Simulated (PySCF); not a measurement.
C6H4NS (doublet state).
Geometry (GFN2-xTB, Å), atoms numbered from 1 in this order:
```
atom  x, y, z in Å
C1     2.1445   -0.8473   -0.7241
C2     1.6466   -0.0265    0.0016
C3     1.1066    0.9522    0.8499
S4     2.0804    2.0467    1.5889
C5    -0.3422    0.9621    1.0326
C6    -1.1246    0.0644    0.4973
C7    -1.6767   -0.8945   -0.2884
N8    -1.9879   -0.7541   -1.5421
H9     2.5684   -1.5673   -1.3595
H10   -0.7203    1.7489    1.6735
H11   -1.9172   -1.8562    0.1590
H12   -1.7766    0.1708   -1.9148
```

The hyperfine couplings belong to this conformer and change with its torsions.

The species is `[H]/N=C\[C]=C/C(=S)C#C` [radical].

Level of theory: UKS B3LYP, pcH-1 on C H N S, non-relativistic, mean-field spin-orbit, GIAO in PySCF. Geometry: GFN2-xTB, one conformer, isolated molecule. A GFN2-xTB geometry isn't a minimum of the functional, and hyperfine couplings can be far from their values at a DFT geometry. No stability test was run, so a lower SCF solution isn't excluded. ⟨S²⟩ is 0.782 where a pure state has 0.75.

(1) Give the principal g shifts and their parts.

(2) What are the electron Larmor frequencies g μB B/h along the three axes at 1200 mT?

(3) What effective moment and Curie constant follow for a powder?

(4) In a frozen sample, at which fields do the three g values resonate at 9.5, 34, 94 and 263 GHz (hyperfine left aside), and which band first spreads them over more than twice a line width of 1.0 mT?

Results:

(1) 
```json
{"Δg (ppm)": "relativistic mass correction", "1": "-184", "2": "-184", "3": "-184"}
{"Δg (ppm)": "gauge correction", "1": "31", "2": "3", "3": "26"}
{"Δg (ppm)": "orbital Zeeman/spin–orbit", "1": "-2935", "2": "-405", "3": "3597"}
{"Δg (ppm)": "total", "1": "-3087", "2": "-586", "3": "3440"}
```

So g = 1.99923, 2.00173, 2.00576 and g_iso = 2.00224; the tensor is rhombic: the two nearest values differ by 38 % of g3 − g1. 

(2) 33.5781, 33.6201, 33.6877 GHz for g1, g2 and g3, a range of 109.6 MHz.

(3) With the mean of g² = 4.0090 and S(S+1) = 0.75: μ_eff = √(⟨g²⟩S(S+1)) = 1.734 μB and χT = 0.12505·⟨g²⟩·S(S+1) = 0.376 cm³ K/mol (cgs; spin-Hamiltonian part alone).

(4) 
```tsv
band	GHz	B(g3) mT	B(g2) mT	B(g1) mT	spread mT
X	9.5	338.40	339.08	339.51	1.10
Q	34.0	1211.12	1213.56	1215.08	3.95
W	94.0	3348.40	3355.14	3359.33	10.93
J	263.0	9368.40	9387.24	9398.98	30.58
```

The spread grows in proportion to the frequency. Q band is the first where it exceeds 2.0 mT.

The Mulliken spin populations are largest on C6 (+0.74), N8 (+0.55), C7 (-0.22) and C5 (-0.12). The positive populations add up to 1.41 and the negative ones to -0.41, together 2S = 1.

The HOMO–LUMO gaps are 3.03 eV among the α and 3.02 eV among the β orbitals.
